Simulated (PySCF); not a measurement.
# Electrostatic potential from atomic charges

Species: `C[CH+]/C=C\C(Cl)Cl`, charge +1. Coordinates (GFN2-xTB, Å) and charges (e) from the PBE0/pcSseg-1 density (PySCF):

```tsv
atom	x	y	z	Mulliken	IAO	Hirshfeld	ESP-fitted
C1	2.408	0.026	-0.024	-0.2084	-0.4348	-0.0724	-0.5366
C2	0.976	-0.037	-0.235	-0.1007	+0.0826	+0.1219	+0.3496
C3	0.047	0.212	0.747	-0.0665	-0.1754	-0.0233	-0.3661
C4	-1.333	0.230	0.582	+0.0179	+0.0413	+0.0899	+0.2857
C5	-2.102	-0.063	-0.637	-0.2184	-0.0935	+0.0572	-0.4365
Cl6	-3.618	0.791	-0.841	+0.1109	+0.0616	+0.0735	+0.1411
Cl7	-2.331	-1.753	0.062	+0.1108	+0.0913	+0.1197	+0.1277
H8	2.684	0.303	0.989	+0.1701	+0.1833	+0.0814	+0.2044
H9	2.857	0.719	-0.743	+0.1978	+0.2160	+0.1006	+0.2272
H10	2.860	-0.938	-0.282	+0.1992	+0.2171	+0.1014	+0.2160
H11	0.645	-0.292	-1.235	+0.1680	+0.1804	+0.0873	+0.0898
H12	0.415	0.427	1.743	+0.1706	+0.1954	+0.0857	+0.2176
H13	-1.936	0.522	1.436	+0.2123	+0.2261	+0.0957	+0.1500
H14	-1.573	-0.147	-1.585	+0.2363	+0.2086	+0.0813	+0.3302
```

Points outside the species (Å): A (-0.9, 3.3, 2.4); B (-3.7, 1.7, -8.4); C (1.2, 8.1, -0.2).

Task: Find the potential V = 14.3996 V·Å × Σ q/r of each set of charges at these points.

Result: In volts:

| point | nearest atom | distance (Å) | Mulliken | IAO | Hirshfeld | ESP-fitted |
| --- | --- | --- | --- | --- | --- | --- |
| A | H13 | 3.12 | +3.165 | +3.224 | +3.152 | +3.186 |
| B | H14 | 7.37 | +1.520 | +1.548 | +1.550 | +1.555 |
| C | H9 | 7.58 | +1.683 | +1.680 | +1.678 | +1.686 |

Task: How far are the other sets from the ESP-fitted one at these points?

Result: Root-mean-square difference: Hirshfeld 0.020 V, IAO 0.022 V, Mulliken 0.024 V. The ESP scheme fits charges at the nuclei, held to the total charge, to the electrostatic potential on points at 1.4 to 2.0 times the van der Waals radii.

Task: What energy would a point charge of +3 e have at A in the field of the ESP charges, leaving out polarisation?

Result: +9.558 eV = +922.2 kJ/mol, a repulsion. The total charge alone, placed at the mean of the coordinates, would give +10.336 eV.

Isolated species at its GFN2-xTB geometry (one conformer only).

Shape of the structure used: `[CH3:1][CH+:2]/[CH:3]=[CH:4]\[CH:5]([Cl:6])[Cl:7]`: C1–C2–C3–C4 177°, C3–C4–C5–Cl6 -149°.
